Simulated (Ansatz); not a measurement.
Start from `[SH][Ge][Cl]` and change one atom or group to get `[F][Ge][Cl]`.

Ansatz, PBE0-D4/def2-TZVP geometries, multiplicity 1. Each molecule was computed in one conformer, which needn't be the lowest.

Scalar relativity is left out up to krypton.

```tsv
property	`[SH][Ge][Cl]`
LUMO energy (ωB97M-V/def2-TZVPP) / eV	-0.78
HOMO–LUMO gap (ωB97M-V/def2-TZVPP) / eV	8.85
LUMO energy (PBE/def2-TZVPP) / eV	-3.41
HOMO–LUMO gap (B3LYP/def2-TZVPP) / eV	4.49
HOMO energy (PBE/def2-TZVPP) / eV	-6.51
LUMO energy (B3LYP/def2-TZVPP) / eV	-2.89
```

(1) What does the change do to each property? (Estimate.)

## Answers

(1) The calculation gave: 
| property | `[F][Ge][Cl]` | shift |
| --- | --- | --- |
| LUMO energy (ωB97M-V/def2-TZVPP) / eV | -0.84 | -0.06 |
| HOMO–LUMO gap (ωB97M-V/def2-TZVPP) / eV | 9.72 | 0.87 |
| LUMO energy (PBE/def2-TZVPP) / eV | -3.58 | -0.17 |
| HOMO–LUMO gap (B3LYP/def2-TZVPP) / eV | 5.18 | 0.69 |
| HOMO energy (PBE/def2-TZVPP) / eV | -7.25 | -0.74 |
| LUMO energy (B3LYP/def2-TZVPP) / eV | -3.08 | -0.19 |

With PBE0 the HOMO falls by 0.85 eV and the LUMO falls by 0.13 eV, so the gap widens by about 0.72 eV. PBE moves the HOMO by -0.74 eV and ωB97M-V by -0.93 eV. The zero-point energy changes by -20.0 kJ/mol with -3 modes.

B3LYP here is the variant with VWN-RPA as its local correlation; programs differ in this.
